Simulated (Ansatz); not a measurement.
Stepwise reaction of `[F][W]([F])([F])([F])=[S]` with hydrogen chloride, as a gas-phase model of exchange steps in deposition or etching. ΔE in kJ/mol; ΔG adds harmonic PBE0-D4 terms to CCSD(T)/CBS, at 1 bar.

Calculated with Ansatz (gas phase, PBE0-D4/def2-TZVP geometries, no zero-point term in ΔE). CCSD(T)/CBS adds triple-zeta CCSD(T) − MP2 to the extrapolated MP2 energy (def2 sets, frozen cores). This one scheme is used for every species. DFT in def2-TZVPP. B3LYP here is the variant with VWN-RPA as its local correlation; programs differ in this. Elements past krypton have def2 core potentials. For W outer-core shells are correlated without core-valence functions, which leaves a few kJ/mol of doubt a bond.

```json
{"step": "1", "reaction": "`[F][W]([F])([F])([F])=[S]` + HCl → `[F][W]([F])([F])(=[S])[Cl]` + H–F", "PBE-D4": "17.5", "B3LYP-D4": "20.5", "ωB97M-V": "24.0", "CCSD(T)/CBS": "10.9", "ΔG(600 K)": "9.8"}
{"step": "2", "reaction": "`[F][W]([F])([F])(=[S])[Cl]` + HCl → `[F][W]([F])(=[S])([Cl])[Cl]` + H–F", "PBE-D4": "17.8", "B3LYP-D4": "21.0", "ωB97M-V": "25.1", "CCSD(T)/CBS": "10.2", "ΔG(600 K)": "16.1"}
```

Question: By hand: ΔE of the 2 steps together at CCSD(T)/CBS.

Answer: (10.9) + (10.2) = 21.1 kJ/mol, or 10.6 kJ/mol a step.

In ΔE the steps differ by no more than 0.7 kJ/mol. All are uphill at CCSD(T)/CBS. ΔG lies between 9.8 and 16.1 kJ/mol a step. PBE-D4 differs from CCSD(T)/CBS by 6.6 to 7.6 kJ/mol a step. Isolated molecules leave out the surface, adducts and barriers. Largest T1 diagnostic: 0.021.
